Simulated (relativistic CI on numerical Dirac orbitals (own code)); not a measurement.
# Hyperfine structure of Hf XXXI, mass number 177

Method of calculation: Dirac-Coulomb-Breit CI, KLI orbitals optimised for each configuration, model QED (radiative potential, 1s self-energy scaled to tabulated hydrogen-like ionisation energies), unscaled Slater integrals (own radial code, finite nucleus).

Configuration list (outside the closed core [Ar] 3d10): 4s²4p⁶4d⁶, 4s²4p⁵4d⁷, 4s²4p⁶4d⁵4f, 4s²4p⁴4d⁸, 4s4p⁶4d⁷, 4p⁶4d⁸, 4s4p⁶4d⁶4f, 4s²4p⁶4d⁵5s, 4s4p⁵4d⁸, 4s²4p⁶4d⁵5d, 4s²4p⁶4d⁴5s², 4s²4p⁴4d⁷5s, 4s²4p⁶4d⁵6s, 4s4p⁶4d⁶5s, 4p⁶4d⁷5s, 4s4p⁶4d⁵5s². Levels of other configurations are missing.

Nuclear spin I = 7/2, μ = 0.791 μN, Q = 3.37 b (tables of Stone and Pyykkö). The electronic factors are computed for point nuclear moments, without core polarisation or the Bohr-Weisskopf and QED corrections.

```json
{"Level": "4s²4p⁶4d⁶ ⁵D3", "E (eV)": "11.8021", "A (MHz)": "1192", "B (MHz)": "5060"}
{"Level": "4s²4p⁶4d⁶ ⁵D1", "E (eV)": "13.3193", "A (MHz)": "1775", "B (MHz)": "-19000"}
{"Level": "4s²4p⁶4d⁶ ³G5", "E (eV)": "16.6281", "A (MHz)": "2460", "B (MHz)": "24100"}
{"Level": "4s²4p⁶4d⁶ ³H6", "E (eV)": "16.9890", "A (MHz)": "2716", "B (MHz)": "-46900"}
{"Level": "4s²4p⁶4d⁶ ³P1", "E (eV)": "23.3229", "A (MHz)": "1887", "B (MHz)": "38000"}
```

Levels with J = 0, under 50 % of one LS term, or S terms without an open s electron are left out. Small factors come from cancelling terms and can be off by tens of per cent or more.

At this charge energies of transitions that change n are usually good to better than 1 %, and those within a shell (Δn = 0) to a few per cent. Terms inside the open d or f shell come out 10 to 20 % too wide with unscaled integrals.

Question: Give the hyperfine levels of 4s²4p⁶4d⁶ ⁵D3 relative to its centre of gravity.

Answer: With K = F(F + 1) − I(I + 1) − J(J + 1), E = AK/2 + B[¾K(K + 1) − I(I + 1)J(J + 1)]/[2I(2I − 1)J(2J − 1)]: F = 1/2: -13380, F = 3/2: -12500, F = 5/2: -10780, F = 7/2: -7877, F = 9/2: -3271, F = 11/2: 3684, F = 13/2: 13780 MHz.

LS names give the leading component of a level, which can be under half, so a name can repeat, a term be missing and a line seem to break the LS rules.
